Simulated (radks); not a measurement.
The numbers below are computed, except where a source is named.
Removal energies from neutral rhenium, [Xe] 4f14 5d(3/2: 4, 5/2: 1) 6s2, by Delta-SCF beside the eigenvalue of the level emptied. Code: a radial shooting solver on a logarithmic mesh with Libxc functionals. Model: Dirac Kohn-Sham, relativistic LDA (MacDonald-Vosko exchange, VWN5 correlation), spin-unpolarised, spherical densities, finite nucleus; Fermi nuclear charge, rms radius of each element as measured or else 0.836 A^(1/3) + 0.57 fm. Sub-shells are occupied by j as written (lower j first in brackets).

6s1/2: final configuration [Xe] 4f14 5d(3/2: 4, 5/2: 1) 6s1; Delta-SCF (eV) 9.381; -eigenvalue (eV) 6.044
5d5/2: final configuration [Xe] 4f14 5d(3/2: 4, 5/2: 0) 6s2; Delta-SCF (eV) 9.601; -eigenvalue (eV) 5.042
5d3/2: final configuration [Xe] 4f14 5d(3/2: 3, 5/2: 1) 6s2; Delta-SCF (eV) 10.594; -eigenvalue (eV) 5.917
4f7/2: final configuration [Xe] 4f(5/2: 6, 7/2: 7) 5d(3/2: 4, 5/2: 1) 6s2; Delta-SCF (eV) 51.193; -eigenvalue (eV) 41.168
